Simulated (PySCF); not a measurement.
# How methods differ on the ionisation energy of Kr⁺

Kr⁺ [Ar] 3d10 4s2 4p5 (2P) → Kr²⁺ [Ar] 3d10 4s2 4p4 (3P), as a difference of total energies. Calculation: PySCF 2.14, in x2c-SVPall (5s4p3d, 32 functions); scalar relativity by spin-free X2C-1e. Correlated levels: valence: [Ar] 3d10 frozen. The calculations carry no spin-orbit coupling.

```json
{"method": "UHF", "ionisation energy (eV)": "23.407"}
{"method": "TPSS", "ionisation energy (eV)": "24.474"}
{"method": "M06-L", "ionisation energy (eV)": "24.416"}
{"method": "SCS-MP2 (valence)", "ionisation energy (eV)": "23.967"}
{"method": "CCSD(T) (valence)", "ionisation energy (eV)": "23.955"}
```

Task: Estimate what MP2 (valence) gives.

Result: 23.991 eV, closest to SCS-MP2 (valence) among the rows shown.

Task: Estimate what CCSD (valence) gives.

Result: 23.949 eV, closest to CCSD(T) (valence) among the rows shown.

The reference lies between the lowest fine-structure levels, while these numbers refer to the centres of the terms.

Errors of the correlated levels include the incompleteness of this basis and the frozen core.

For comparison: 24.360 eV (measured; NIST Atomic Spectra Database, ionization energies).
